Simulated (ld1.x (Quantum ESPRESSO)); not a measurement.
Ranking RRKJ potentials for zinc (Zn)

All share these settings but for the change named:

- Element: Zn (Z = 30)
- Generator: ld1.x (Quantum ESPRESSO) 7.5
- Type: norm-conserving RRKJ (Kleinman–Bylander form)
- Functional: PBE
- Relativity: scalar-relativistic
- Frozen core: [Ne] 3s2
- Valence charge: 18
- Reference configuration: 3p6 3d10 4s0 4p0 (charge +2)
- Partial waves: 3p (bound): rc 0.60 bohr; 3d (bound): rc 1.35 bohr; 4s (bound, empty): rc 1.55 bohr
- Local potential: the s channel
- Core correction: a·sin(br)/r model core, default radius (core density twice the valence density)
- rho0: 0.01

Cutoff: the first of the cutoffs (Ry, on a coarse ladder) from which the occupation-weighted sum of valence levels, in a spherical-Bessel basis at the reference potential, stays within 10 and 1 mRy of its value at 400 Ry; the density cutoff is not measured.

Of 9 variants that were run, those that failed, showed a ghost or another fault, or gave nearly equal values are left out.

Problem. Rank these variants from softest to hardest (loose cutoff).
A. wave 3p (bound): rc 0.60 bohr becomes 3p (bound): rc 0.90 bohr
B. wave 3p (bound): rc 0.60 bohr becomes 3p (bound): rc 0.72 bohr
C. wave 3p (bound): rc 0.60 bohr becomes 3p (bound): rc 0.82 bohr

Solution. A (160 Ry), C (200 Ry), B (260 Ry).
